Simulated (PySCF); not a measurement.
**How methods differ on the electron affinity of Mo**

Mo⁻ [Kr] 4d5 5s2 (6S) → Mo [Kr] 4d5 5s1 (7S), as a difference of total energies. Calculation: PySCF 2.14, in def2-QZVPPD with the def2 core potential (28 electrons) (7s5p4d3f2g, 81 functions); a scalar-relativistic core potential. Correlated levels: valence: 4s2 4p6 frozen. The calculations carry no spin-orbit coupling.

| method | electron affinity (eV) | error (eV) |
| --- | --- | --- |
| UHF | -0.553 | -1.300 |
| MP2 (valence) | 0.229 | -0.518 |
| SCS-MP2 (valence) | 0.407 | -0.340 |
| CCSD (valence) | 0.464 | -0.283 |
| CCSD(T) (valence) | 0.589 | -0.158 |

Reference: 0.747 eV (measured; photodetachment measurements, as compiled on the Wikipedia data page of electron affinities).

Errors of the correlated levels include the incompleteness of this basis and the frozen core.

A negative affinity means that the anion lies above the atom at that level of theory.

The coupled-cluster amplitudes are large for Mo⁻ (T1 above 0.03 or a double amplitude above 0.15), so a single reference is strained.
